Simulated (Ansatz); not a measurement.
`[Cl][Mg][Br]` + H–F → `[F][Mg][Cl]` + HBr at 700 K and 1 bar (ligand exchange at a Mg–Br bond).

Program: Ansatz. Geometries: PBE0-D4/def2-TZVP. ΔE: electronic, gas phase. CCSD(T)/CBS adds triple-zeta CCSD(T) − MP2 to the extrapolated MP2 energy (def2 sets, frozen cores). This one scheme is used for every species. For Br, Mg outer-core shells are correlated without core-valence functions, which leaves a few kJ/mol of doubt a bond. Scalar relativity is left out up to krypton.

```csv
species,CCSD(T)/CBS energy (Eh),H − E (kJ/mol),S (J/(mol·K))
`[Cl][Mg][Br]`,-3233.14611,44.5,340.2
H–F,-100.39570,45.2,198.5
`[F][Mg][Cl]`,-759.61026,45.3,314.5
HBr,-2573.91920,36.5,223.7
```

H − E and S are ideal-gas, rigid-rotor, harmonic terms from PBE0-D4/def2-TZVP. 1 Eh = 2625.50 kJ/mol, R = 8.31446 J/(mol·K).

Task: By hand: ΔE, ΔH, ΔS and ΔG.

Result: ΔE = (-759.61026) + (-2573.91920) − (-3233.14611) − (-100.39570) = 0.01235 Eh = 32.4 kJ/mol. Δ(H − E) = 45.3 + 36.5 − 44.5 − 45.2 = -7.9, so ΔH = 24.5 kJ/mol. ΔS = 314.5 + 223.7 − 340.2 − 198.5 = -0.5 J/(mol·K). ΔG = 24.5 − 700 × (-0.5)/1000 = 24.9 kJ/mol.

Task: By hand: the equilibrium constant, and the temperature at which ΔG would vanish if ΔH and ΔS stayed fixed.

Result: log₁₀ K = −ΔG/(RT ln 10) = -1.9. ΔH and −TΔS have one sign here, so there is no such temperature.

The number of gas molecules stays the same, so ΔS is small and ΔH decides. A doubt of 5 kJ/mol in ΔE shifts log₁₀ K by 0.4 here. These are equilibria of isolated gas molecules and say nothing of rates. Largest T1 diagnostic: 0.010 (customary marks: 0.02 for closed shells, 0.045 for open ones).

ΔS is within the doubt of such terms, so its sign, and with it that verdict, could turn.
